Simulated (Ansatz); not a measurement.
Species: arsenic trifluoride, AsF₃, charge 0, multiplicity 1. SMILES: F[As](F)F
Geometry: optimised at B3LYP-D3(BJ)/def2-TZVP (Ansatz, a quantum-chemistry and plane-wave program).

Property: vertical triplet-singlet gap (E(triplet) - E(singlet); each state is the SCF solution reached for its spin; the molecule has degenerate orbitals, so one determinant may break the symmetry), in kJ/mol. Cores are frozen in the correlated levels unless marked. Open shells are spin-unrestricted. Spin-orbit coupling is left out. Frozen are the shells of the preceding noble gas and the d and f shells that filled before the atom's block. No relativistic terms. CBS(X,Y): correlation extrapolated as X^-3; Hartree-Fock from the larger set.

| level | program | vertical triplet-singlet gap (kJ/mol) |
|---|---|---|
| HF/aug-cc-pVDZ | Ansatz | 553.3 |
| HF/aug-cc-pVTZ | Ansatz | 548.3 |
| HF/aug-cc-pVQZ | Ansatz | 548.3 |
| SVWN5/def2-TZVPD | Ansatz | 583.3 |
| PBE/def2-TZVPD | Ansatz | 564.5 |
| r2SCAN/def2-TZVPD | Ansatz | 565.7 |
| B3LYP/def2-TZVPD | Ansatz | 589.5 |
| PBE0/def2-TZVPD | Ansatz | 573.7 |
| BHLYP/def2-TZVPD | Ansatz | 597.3 |
| CAM-B3LYP/def2-TZVPD | Ansatz | 595.6 |
| wB97M-V/def2-TZVPD | Ansatz | 599.2 |
| wB97X-V/def2-TZVPD | Ansatz | 598.7 |
| B2PLYP/def2-TZVPD | Ansatz | 594.0 |
| MP2/aug-cc-pVDZ | Ansatz | 592.6 |
| RI-MP2/aug-cc-pVTZ | Ansatz | 594.2 |
| RI-MP2/aug-cc-pVQZ | Ansatz | 597.4 |
| RI-MP2/CBS(aug-cc-pVTZ,aug-cc-pVQZ) | Ansatz | 599.5 |
| SCS-MP2/aug-cc-pVDZ | Ansatz | 603.8 |
| CCSD/aug-cc-pVDZ | Ansatz | 593.4 |
| CCSD(T)/aug-cc-pVDZ | Ansatz | 591.9 |
